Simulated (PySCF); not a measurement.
**Se: ionisation energy**

Se [Ar] 3d10 4s2 4p4 (3P) → Se⁺ [Ar] 3d10 4s2 4p3 (4S), as a difference of total energies. All numbers are calculated (PySCF 2.14, scalar relativity by spin-free X2C-1e, in x2c-QZVPPall). Correlated levels: valence: [Ar] 3d10 frozen; valence and next inner shell: [Ne] frozen. The calculations carry no spin-orbit coupling.

```csv
method,ionisation energy (eV),error (eV)
UHF,8.541,-1.094
LDA,9.891,+0.256
PBE,9.637,+0.002
PBE0,9.624,-0.011
r2SCAN,9.674,+0.039
B2PLYP,9.602,-0.033
CAM-B3LYP,9.818,+0.183
B97-3,9.616,-0.019
BHandHLYP,9.635,0.000
ROHF,8.436,-1.199
MP2 (valence),9.326,-0.309
SCS-MP2 (valence),9.411,-0.224
MP2 (valence and next inner shell),9.388,-0.247
SCS-MP2 (valence and next inner shell),9.449,-0.186
```

Reference: 9.635 eV (measured; NIST levels, between the centres of gravity of the two terms).

Errors of the correlated levels include the incompleteness of this basis and the frozen core.
